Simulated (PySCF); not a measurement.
H7Si3, SMILES [SiH]([SiH3])[SiH3], multiplicity 2.

Coordinates come from a TPSSh-D3(BJ)/def2-SVP optimisation. The isomer is the one that the SMILES or the coordinates give; other isomers of the formula were not compared.

The numbers are results of TPSSh-D3(BJ)/def2-SVP run with PySCF, not measurements.

Frequencies are harmonic and unscaled.

Computed harmonic wavenumbers and intensities:
```tsv
mode	ν (cm⁻¹)	IR (km/mol)	moving atoms (share of kinetic energy)
1	75	0.0	H 99 %
2	76	0.0	H 83 %, Si 17 %
3	92	0.9	Si 78 %, H 22 %
4	304	7.3	H 91 %, Si 9 %
5	378	0.9	Si 84 %, H 16 %
6	437	9.6	H 94 %
7	469	0.3	H 52 %, Si 48 %
8	489	11.6	H 50 %, Si 50 %
9	549	12.8	H 82 %, Si 18 %
10	579	11.8	H 79 %, Si 21 %
11	721	167.1	H 88 %, Si 12 %
12	872	438.6	H 91 %, Si 9 %
13	902	111.5	H 92 %, Si 8 %
14	942	0.5	H 97 %
15	947	83.0	H 97 %
16	949	27.4	H 98 %
17	951	47.5	H 98 %
18	2215	73.8	H 97 %
19	2222	49.2	H 97 %
20	2226	114.3	H 97 %
21	2244	84.0	H 97 %
22	2247	58.1	H 97 %
23	2252	49.0	H 96 %
24	2254	163.7	H 96 %
```
